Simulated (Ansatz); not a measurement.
Relaxation of C2H3BOS (8 atoms, charge 0, multiplicity 1), to a largest force component of 0.02 eV/Å in at most 50 steps.

All numbers below come from RKS PBE0-D4/6-31G in Ansatz 0.2.0.

```xyz
8
Properties=species:S:1:pos:R:3:forces:R:3
C -0.173 1.510 1.347 -0.42 0.66 0.36
C 0.576 0.672 0.921 -0.02 0.02 0.06
S 1.510 -0.568 0.239 1.52 -0.74 0.07
B 0.297 -1.187 -0.970 0.77 -0.89 -0.46
O -0.914 -0.681 -1.111 -1.32 0.28 -0.41
H -0.756 2.280 1.758 -0.43 0.48 0.26
H 0.631 -2.078 -1.643 0.24 -0.39 -0.25
H -1.171 0.053 -0.540 -0.35 0.58 0.36
```

**Question.** Where does it end, and by what steps?

**Answer.** It converged. Limits of this set-up: no polarisation functions. After 6 steps the energy has fallen by 0.133 eV; H6 moved furthest, 0.10 Å.

| step | energy less start (eV) | largest force component (eV/Å) | accepted |
| --- | --- | --- | --- |
| 0 | 0.0000 | 1.525 | yes |
| 1 | -0.1065 | 0.805 | yes |
| 2 | -0.1293 | 0.178 | yes |
| 3 | -0.1304 | 0.102 | yes |
| 4 | -0.1317 | 0.092 | yes |
| 5 | -0.1332 | 0.022 | yes |
| 6 | -0.1333 | 0.009 | yes |

```xyz
8
Properties=species:S:1:pos:R:3
C -0.160 1.570 1.400
C 0.541 0.694 0.931
S 1.532 -0.573 0.242
B 0.304 -1.233 -1.009
O -0.936 -0.706 -1.143
H -0.750 2.345 1.829
H 0.666 -2.138 -1.680
H -1.196 0.042 -0.570
```

Run time: 54 s on 1 CPU thread of a shared host.
